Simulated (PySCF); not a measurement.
# How methods differ on the ionisation energy of Au(57+)

Au(57+) [Ar] 3d4 (5D) → Au(58+) [Ar] 3d3 (4F), as a difference of total energies. Computed with PySCF 2.14 in an uncontracted even-tempered set (17 s from 15 bohr⁻², ratio 2.5; 13 p from 20 bohr⁻², ratio 2.5; 7 d from 20 bohr⁻², ratio 2.5; 4 f from 72 bohr⁻², ratio 2.7; 3 g from 110 bohr⁻², ratio 2.7), with the spin-free X2C one-electron Hamiltonian (Gaussian nucleus). Correlated levels: outer shells: [Ne] frozen; virtual orbitals above 40 to 60 times the deepest correlated orbital energy dropped. The calculations carry no spin-orbit coupling.

```csv
method,ionisation energy (eV)
UHF,5800.7
LDA,5798.9
PBE,5797.9
PBE0,5799.1
r2SCAN,5797.9
BHandHLYP,5800.0
revPBE,5797.8
MP2 (outer shells),5801.1
SCS-MP2 (outer shells),5800.5
```

Spin-orbit coupling is strong in these open shells (close to jj coupling). The scalar numbers leave it out and a first-order estimate fails, so it can dominate the gap to the real levels.

Breit and QED terms and the two-electron picture change are absent.

For comparison: 5846 ± 6 eV (theoretical estimate listed by NIST; NIST Atomic Spectra Database, ionization energies).
